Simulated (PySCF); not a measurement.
Distorted geometries of [Gd(NH3)3]3+

[Gd(NH3)3]3+ (singlet in the valence; each metal's 4f electrons, 7 of them, lie in its core potential, out of spins and levels). PySCF 2.14.0, RKS B3LYP, Gd lcecp-1-SVP with ECP53, N def2-SVP, H def2-SVP; non-relativistic Hamiltonian with scalar-relativistic core potentials where named; density fitting; no spin-orbit coupling. Relaxed geometry:

```xyz
13

Gd    0.0000    0.0000   -0.7843
N     2.3163   -0.0014   -0.0043
H     2.5449   -0.6649    0.7615
H     3.0188   -0.2442   -0.7317
H     2.6735    0.9026    0.3620
N    -1.1569    2.0066   -0.0043
H    -0.6966    2.5363    0.7615
H    -1.2980    2.7365   -0.7317
H    -2.1184    1.8641    0.3620
N    -1.1593   -2.0053   -0.0043
H    -1.8482   -1.8715    0.7615
H    -1.7208   -2.4923   -0.7317
H    -0.5551   -2.7666    0.3620
```

Q: Order these distorted geometries by energy above the relaxed one, lowest first.
A.
```xyz
13

Gd    0.0491    0.0106   -0.6899
N     2.4060    0.0359   -0.0010
H     2.6254   -0.6729    0.7341
H     3.0521   -0.3224   -0.7026
H     2.5363    0.7285    0.4635
N    -1.1418    2.0687   -0.0151
H    -0.7690    2.5624    0.8523
H    -1.2962    2.8613   -0.7185
H    -2.1993    1.7707    0.2856
N    -1.1173   -2.0338   -0.0068
H    -1.9551   -1.9124    0.8292
H    -1.6228   -2.3286   -0.8727
H    -0.5674   -2.7680    0.2201
```
B.
```xyz
13

Gd    0.1053   -0.0426   -0.7081
N     2.2375    0.0239    0.0260
H     2.5603   -0.8007    0.7858
H     2.9854   -0.2610   -0.7712
H     2.5444    0.8209    0.3443
N    -1.1272    1.8862   -0.0082
H    -0.6579    2.6275    0.7224
H    -1.3967    2.7657   -0.8886
H    -2.0679    1.8836    0.2914
N    -1.0082   -2.0203    0.0546
H    -1.7833   -1.8022    0.7980
H    -1.8053   -2.4510   -0.6290
H    -0.5864   -2.6301    0.3607
```
C.
```xyz
13

Gd   -0.0447    0.1153   -0.8638
N     2.4677    0.0433    0.0895
H     2.6295   -0.5758    0.6001
H     2.9761   -0.1875   -0.6086
H     2.7230    0.7074    0.4016
N    -1.0457    1.8496    0.0380
H    -0.8134    2.5165    0.7234
H    -1.1845    2.7203   -0.7996
H    -2.1517    1.8236    0.4669
N    -1.1499   -1.9935   -0.0403
H    -1.9430   -1.8315    0.8224
H    -1.8247   -2.4507   -0.6632
H    -0.6388   -2.7371    0.2118
```

A: A (2.32 eV), B (4.15 eV), C (6.59 eV).

Q: Which forces (eV/Å) act in the one that lies 6.59 eV up?

A: 
```
Gd    1.59  -2.34  -0.11
N   -17.07  -6.57 -15.00
H     2.95 -13.48  11.84
H     5.18  -1.60  -7.21
H     8.24  21.65   9.96
N    -5.76   3.57  -2.11
H     1.80   1.42   2.29
H     0.13  -2.74   2.19
H     2.76  -0.43  -1.66
N    -5.71   5.21   0.92
H     2.85  -0.55  -2.18
H    -0.21  -0.04  -0.90
H     3.24  -4.10   1.98
```
Forces carry noise of the integration grid, about 0.01 to 0.03 eV/Å.

A frequency check found unstable modes (3, the lowest at -34 cm⁻¹), so the relaxed geometry is a saddle point, or these are noise. An lcecp potential fixes the number of 4f electrons, so in runs with it no electron can move into or out of that shell.
